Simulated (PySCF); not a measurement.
C8H6N (charge +1).
Numbering: `[N:1]#[C:2][c:3]1[cH:4][cH:5][cH:6][cH:7][cH:8][cH+:9]1` (hydrogens: H10 on C4; H11 on C5; H12 on C6; H13 on C7; H14 on C8; H15 on C9)
Bond orders are those of one Lewis drawing.

Method: PBE0-D3(BJ)/def2-SVP geometry optimisation, gas phase (PySCF 2.14.0); density fitting, grid level 2; the optimiser is geomeTRIC in internal coordinates, started from a GFN2-xTB structure.

Step 0: E = -9856.0083 eV
```
atom  x, y, z in Å  |  force x, y, z in eV/Å
N1      3.8027   -0.7307   -0.0411    2.037  -0.393  -0.021
C2      2.6807   -0.5134   -0.0288   -1.702   0.332   0.016
C3      1.2783   -0.2439   -0.0147    0.179  -0.036   0.005
C4      0.9203    1.1103   -0.0068   -0.131  -0.062  -0.003
C5     -0.3520    1.6620    0.0062   -0.053  -0.158   0.003
C6     -1.5851    1.0116    0.0161    0.121  -0.036  -0.003
C7     -1.8464   -0.3534    0.0155    0.126  -0.011  -0.001
C8     -0.9407   -1.4131    0.0034    0.009   0.167   0.003
C9      0.4453   -1.3699   -0.0094   -0.100   0.106  -0.003
H10     1.7504    1.8097   -0.0121    0.220   0.221  -0.002
H11    -0.3911    2.7453    0.0097   -0.007   0.378   0.000
H12    -2.4548    1.6589    0.0257   -0.306   0.217   0.005
H13    -2.8937   -0.6337    0.0262   -0.365  -0.088   0.001
H14    -1.3770   -2.4054    0.0047   -0.146  -0.349   0.001
H15     0.9588   -2.3263   -0.0165    0.121  -0.288  -0.003
```

**Question.** Estimate the geometry and energy of step 1. (The exact step hangs on the optimiser's Hessian estimate; all steps are aligned on step 0, rigid shifts and turns removed.)

**Answer.** E = -9856.0435 eV, largest force 0.100 eV/Å
```
atom  x, y, z in Å  |  force x, y, z in eV/Å
N1      3.8404   -0.7364   -0.0411   -0.020   0.005   0.001
C2      2.7026   -0.5172   -0.0290    0.081  -0.018  -0.001
C3      1.2959   -0.2476   -0.0145   -0.098   0.020   0.000
C4      0.9218    1.1091   -0.0073    0.081   0.027   0.000
C5     -0.3563    1.6612    0.0066   -0.010   0.071   0.000
C6     -1.5962    1.0162    0.0167   -0.048   0.026   0.001
C7     -1.8585   -0.3534    0.0153   -0.054  -0.007   0.001
C8     -0.9447   -1.4108    0.0039   -0.036  -0.063   0.000
C9      0.4469   -1.3700   -0.0093    0.066  -0.055   0.000
H10     1.7519    1.8234   -0.0134   -0.025  -0.017   0.000
H11    -0.3910    2.7561    0.0100    0.004  -0.039   0.000
H12    -2.4738    1.6716    0.0270    0.028  -0.016  -0.001
H13    -2.9161   -0.6381    0.0245    0.032   0.005   0.000
H14    -1.3815   -2.4155    0.0054    0.017   0.035   0.000
H15     0.9544   -2.3404   -0.0167   -0.017   0.025   0.000
```

The energy changes by -0.0353 eV. The first-order estimate −F·Δx gives -0.0734 eV and the mean of the old and new forces, exact on a quadratic surface, -0.0357 eV. The step makes an angle of 67° with the force vector and moves no atom by more than 0.038 Å.

The cost below is that of the whole optimisation. The run took 42 s wall on one thread, Intel Xeon Platinum 8488C (x86_64), no GPU, shared host with 96 logical CPUs at a one-minute load of 21, and the process peaked at 0.75 GiB of memory.
